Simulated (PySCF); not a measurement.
B(Cl)(H)(NCO) (CHBClNO), SMILES O=C=NBCl. Geometry: ωB97X-D3(BJ)/def2-SVP. The values are those of a single conformer.

Computed equilibrium geometry at ωB97X-D3(BJ)/def2-SVP (PySCF confirms it by a frequency run) as bond lengths and angles, and its point group (one conformer of several):
point group Cs.
Atoms: B1 Cl2 H3 N4 C5 O6. Bonds (Å): B1–Cl2 1.756, B1–H3 1.202, B1–N4 1.411, N4–C5 1.201, C5–O6 1.165. Angles (°): Cl2–B1–H3 118.9, Cl2–B1–N4 119.9, H3–B1–N4 121.1, B1–N4–C5 167.1, N4–C5–O6 177.8.
Charge 0, spin multiplicity 1.
